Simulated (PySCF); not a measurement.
ClGeI$_{3}$, singlet, geometry from GFN2-xTB (core potentials on I); DF-R2SCAN/def2-SVP run with PySCF.

Input for PySCF:
```python
from pyscf import gto, scf, dft

mol = gto.M(
    atom='''
Cl    0.04397355    0.04439120    2.59875222
Ge    0.00802737    0.00810362    0.47440229
I     2.17417993   -1.01136779   -0.39306045
I    -0.22676149    2.38422747   -0.41043674
I    -1.96636987   -1.39199111   -0.31649641
''',
    basis='def2-svp',
    ecp={'I': 'def2-svp'},
    verbose=4,
    max_memory=1800,
)

mf = dft.RKS(mol)
mf.xc = 'r2scan'
mf = mf.density_fit(auxbasis='def2-universal-jkfit')
mf.kernel()
```

Question: What does PySCF print? Leave out banner, timings and long lists.

Answer: 
```
PySCF version 2.14.0

[INPUT] verbose = 4
[INPUT] num. atoms = 5
[INPUT] num. electrons = 124
[INPUT] charge = 0
[INPUT] spin (= nelec alpha-beta = 2S) = 0
[INPUT] symmetry False subgroup None
[INPUT] Mole.unit = angstrom
[INPUT] Symbol           X                Y                Z      unit          X                Y                Z       unit  Magmom
[...]
nuclear repulsion = 1049.3719071931
number of shells = 50
number of NR pGTOs = 293
number of NR cGTOs = 128
basis = def2-svp
ecp = {'I': 'def2-svp'}

******** <class 'pyscf.df.df_jk.DFRKS'> ********
method = DFRKS
initial guess = minao
damping factor = 0
level_shift factor = 0
DIIS = <class 'pyscf.scf.diis.CDIIS'>
diis_start_cycle = 1
diis_space = 8
diis_damp = 0
SCF conv_tol = 1e-09
SCF conv_tol_grad = None
SCF max_cycles = 50
direct_scf = False
XC library pyscf.dft.libxc version 7.1.2
    S. Lehtola, C. Steigemann, M. J. T. Oliveira, and M. A. L. Marques,  SoftwareX 7, 1–5 (2018)
XC functionals = r2scan
    J. W. Furness, A. D. Kaplan, J. Ning, J. P. Perdew, and J. Sun,  J. Phys. Chem. Lett. 11, 8208–8215 (2020)
    J. W. Furness, A. D. Kaplan, J. Ning, J. P. Perdew, and J. Sun,  J. Phys. Chem. Lett. 11, 9248–9248 (2020)
    J. W. Furness, A. D. Kaplan, J. Ning, J. P. Perdew, and J. Sun,  J. Phys. Chem. Lett. 11, 8208–8215 (2020)
    J. W. Furness, A. D. Kaplan, J. Ning, J. P. Perdew, and J. Sun,  J. Phys. Chem. Lett. 11, 9248–9248 (2020)
radial grids:
    Treutler-Ahlrichs [JCP 102, 346 (1995); DOI:10.1063/1.469408] (M4) radial grids

becke partition: Becke, JCP 88, 2547 (1988); DOI:10.1063/1.454033
pruning grids: <function nwchem_prune>
grids dens level: 3
symmetrized grids: False
atomic radii adjust function: <function treutler_atomic_radii_adjust>
small_rho_cutoff = 0
Set gradient conv threshold to 3.16228e-05
Initial guess from minao.
tot grids = 105400
init E= -3335.77454752688

WARN: HOMO -1.17562015967126 == LUMO -1.17561922512158

cycle= 1 E= -3421.07318086904  delta_E= -85.3  |g|= 5.92  |ddm|= 15.4
[...]
cycle= 2 E= -3346.07096657576  delta_E=   75  |g|= 11.4  |ddm|= 23.3
[...]
cycle= 3 E= -3424.09048762245  delta_E=  -78  |g|= 2.95  |ddm|= 22.9
[...]
cycle= 4 E= -3377.89804891009  delta_E= 46.2  |g|= 10.8  |ddm|= 18.5
[...]
cycle= 5 E= -3385.07154106931  delta_E= -7.17  |g|= 10.6  |ddm|= 3.71
[...]
cycle= 6 E= -3387.15936852423  delta_E= -2.09  |g|= 10.5  |ddm|= 1.12
[...]
cycle= 7 E= -3387.08716822211  delta_E= 0.0722  |g|= 10.5  |ddm|= 0.0823
[...]
cycle= 8 E= -3387.1328496925  delta_E= -0.0457  |g|= 10.5  |ddm|= 0.275
[...]
cycle= 9 E= -3388.38000753245  delta_E= -1.25  |g|= 10.5  |ddm|= 0.849
[...]
cycle= 10 E= -3383.39750750032  delta_E= 4.98  |g|= 10.5  |ddm|= 2.77
[...]
cycle= 11 E= -3391.0145347622  delta_E= -7.62  |g|= 10.6  |ddm|= 3.55
[...]
cycle= 12 E= -3286.04485498686  delta_E=  105  |g|= 8.88  |ddm|= 33.3
[...]
cycle= 13 E= -3362.7960975136  delta_E= -76.8  |g|= 10.8  |ddm|=   37
[...]
cycle= 14 E= -3419.24014220603  delta_E= -56.4  |g|= 5.35  |ddm|= 15.3
[...]
cycle= 15 E= -3423.21593922013  delta_E= -3.98  |g|= 3.83  |ddm|= 12.9
[...]
cycle= 16 E= -3424.05922545444  delta_E= -0.843  |g|= 3.69  |ddm|= 12.7
[...]
cycle= 17 E= -3430.19440283599  delta_E= -6.14  |g|= 0.708  |ddm|= 8.04
[...]
cycle= 18 E= -3430.07831768362  delta_E= 0.116  |g|= 0.847  |ddm|= 2.94
[...]
cycle= 19 E= -3430.36651992371  delta_E= -0.288  |g|= 0.22  |ddm|= 2.04
[...]
cycle= 20 E= -3430.37946002252  delta_E= -0.0129  |g|= 0.103  |ddm|= 0.495
[...]
cycle= 21 E= -3430.38217061471  delta_E= -0.00271  |g|= 0.0401  |ddm|= 0.183
[...]
cycle= 22 E= -3430.38270701014  delta_E= -0.000536  |g|= 0.0109  |ddm|= 0.087
[...]
cycle= 23 E= -3430.38274985845  delta_E= -4.28e-05  |g|= 0.00168  |ddm|= 0.0195
[...]
cycle= 24 E= -3430.38275075208  delta_E= -8.94e-07  |g|= 0.00066  |ddm|= 0.00357
[...]
cycle= 25 E= -3430.3827509006  delta_E= -1.49e-07  |g|= 0.000132  |ddm|= 0.00113
[...]
cycle= 26 E= -3430.38275090648  delta_E= -5.88e-09  |g|= 3.14e-05  |ddm|= 0.000229
[...]
cycle= 27 E= -3430.38275090672  delta_E= -2.37e-10  |g|= 6.43e-06  |ddm|= 5.25e-05
[...]
Extra cycle  E= -3430.38275090673  delta_E= -1.18e-11  |g|= 1.02e-05  |ddm|= 3.07e-05
converged SCF energy = -3430.38275090673
```
